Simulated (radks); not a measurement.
The numbers below are computed, except where a source is named.
Problem. The mean radii <r> (bohr) of the occupied orbitals of an atom or ion are listed with their occupations. Level of theory: scalar-relativistic Kohn-Sham, PBEsol, spin-polarised, spherical densities, finite nucleus; Fermi nuclear charge, rms radius of each element as measured or else 0.836 A^(1/3) + 0.57 fm (a radial shooting solver on a logarithmic mesh with Libxc functionals).

orbital  occ.      <r>
1s up       1  0.01774
1s down     1  0.01774
2s up       1  0.07453
2s down     1  0.07447
2p up       3  0.06685
2p down     3  0.06678
3s up       1   0.1847
3s down     1   0.1850
3p up       3   0.1829
3p down     3   0.1833
3d up       4   0.1628

Name the element and its charge. Open shells, if any, are filled with parallel spins first.

Solution. Z = 76, osmium, charge +54: Os54+ in [Ar] 3d4. The 1s radius gives Z: for a bare nucleus <r> = (2 gamma + 1)/(2Z) with gamma = sqrt(1 - (Z/c)^2), 0.01753 bohr for Z = 76, and screening makes it slightly larger (0.01774 here). The occupations add up to 22, and the charge is Z minus that.
